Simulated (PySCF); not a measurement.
**Dipole response of In⁺ (indium, charge +1)**

[Kr] 4d10 5s2, closed-shell 1S. Calculation: PySCF 2.14, in aug-cc-pVQZ-PP with one added diffuse shell each of s, p, d, f, g type with ECP28MDF (8s8p6d4f3g, 117 functions); scalar relativity through the core potential. Coupled (time-dependent) response in atomic units; α is the mean over directions.

| method | mean α (bohr³) | C₆ (like pair) | S(−4) |
| --- | --- | --- | --- |
| UHF | 29.46 | 205.7 | 381.9 |
| PBE | 23.42 | 157.2 | 222.4 |
| PBE0 | 24.69 | 166.9 | 252.7 |
| MN15 | 24.66 | 167.7 | 249.6 |
| r2SCAN0 | 25.36 | 177.7 | 251.1 |

S(−4) is the Cauchy moment in α(ω) = α(0) + S(−4) ω² + …

α(iu) at UHF:

| u (hartree) | α(iu) (bohr³) |
| --- | --- |
| 0 | 29.46 |
| 0.0500 | 28.54 |
| 0.100 | 26.13 |
| 0.200 | 19.81 |
| 0.300 | 14.56 |
| 0.500 | 8.651 |
| 0.750 | 5.478 |
| 1.00 | 3.944 |
| 1.50 | 2.451 |
| 2.00 | 1.706 |
| 3.00 | 0.9639 |
| 5.00 | 0.4192 |

A single London oscillator, α(iu) = α/(1 + u²/ω²), gives C₆ = (3/4) ω α². Matching the computed C₆ needs ω = 4 × 205.7 / (3 × 29.46²) = 0.316 hartree.

For an ion, C₆ is the dispersion term alone; charge-induced terms of lower order in 1/R come first.

Energies and moments cover only the electrons outside the core potential.
